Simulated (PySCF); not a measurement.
Molecule: SMILES [NH2][Al]([NH2])[NH2] (H₆AlN₃). Atoms near the plane z = 0.8 Å, at the CAM-B3LYP/def2-SVP optimised geometry (x, y, z in Å): Al1 (-0.2, 0.0, 0.0), N2 (-1.1, 1.5, 0.0), H3 (-0.7, 2.5, 0.0), H4 (-2.1, 1.6, 0.0), N5 (-1.1, -1.5, 0.0), H6 (-0.7, -2.5, 0.0), H7 (-2.1, -1.6, 0.0), N8 (1.5, 0.0, 0.0), H9 (2.1, -0.8, 0.0), H10 (2.1, 0.8, 0.0).

Level of theory: CAM-B3LYP/def2-TZVP (PySCF). The values are rescaled to run from 0 to 1.

```
|000000000000000000000000000|
|000000000000000000000000000|
|000000000000000000000000000|
|000000000023310000000000000|
|000000000146630000000000000|
|000000001367741000000000000|
|000002323467630000000000000|
|000025665677520000000000000|
|000037877898630000133200000|
|000036777999840001367520000|
|000013446899830134577620000|
|000000124798411577777410000|
|000000001341002899875200000|
|000000000000002999974100000|
|000000001341002899875200000|
|000000124798411577777410000|
|000013446899830134577620000|
|000036777999840001367520000|
|000037877898630000133200000|
|000025665677520000000000000|
|000002323467630000000000000|
|000000001367741000000000000|
|000000000146630000000000000|
|000000000023310000000000000|
|000000000000000000000000000|
|000000000000000000000000000|
|000000000000000000000000000|
```
Scale: ten equal steps from 0.000 (start of '0') to 1.00 (end of '9'), in the order '0123456789'; x runs from -4.50 to 4.50, y from -4.50 (bottom) to 4.50 (top).

Which quantity is mapped?
A) an orbital amplitude
B) Laplacian of the electron density
C) deformation density (molecule minus spherical neutral atoms)
D) electron localisation function

D, electron localisation function
